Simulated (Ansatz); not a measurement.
Born–Oppenheimer molecular dynamics of Cl3FZr (5 atoms, charge 0, multiplicity 1). It goes on from the last frame of an earlier run, with new velocities.

Method: Ansatz, RKS PBE0-D4/def2-SVP.

* ensemble: NVT, Langevin thermostat
* time step: 1 fs
* steps asked: 150
* set temperature: 300 K
* friction: 0.01 /fs
* seed: 573292

First frame:

```xyz
5
Properties=species:S:1:pos:R:3
Zr -0.011 0.032 -0.073
F -0.100 0.040 1.886
Cl 2.236 -0.123 -0.849
Cl -1.132 2.067 -0.668
Cl -1.018 -2.048 -0.744
```

**Question.** How far do the bonds stretch over the last three quarters of this one trajectory? (Pairs bonded in most of those frames.)

**Answer.** 
```tsv
bond	mean (Å)	spread (Å)	shortest	longest
Zr1–F2	1.893	0.040	1.83	1.95
Zr1–Cl3	2.324	0.041	2.23	2.39
Zr1–Cl4	2.337	0.048	2.28	2.42
Zr1–Cl5	2.316	0.025	2.27	2.35
```

Mean temperature of the second half: 317 K. A run of 0.15 ps of so small a system gives no equilibrium averages.

Run time: 3 min on 2 threads of AMD EPYC 9R45 96-Core Processor (Zen 5) (shared host), peak memory 0.25 GiB.
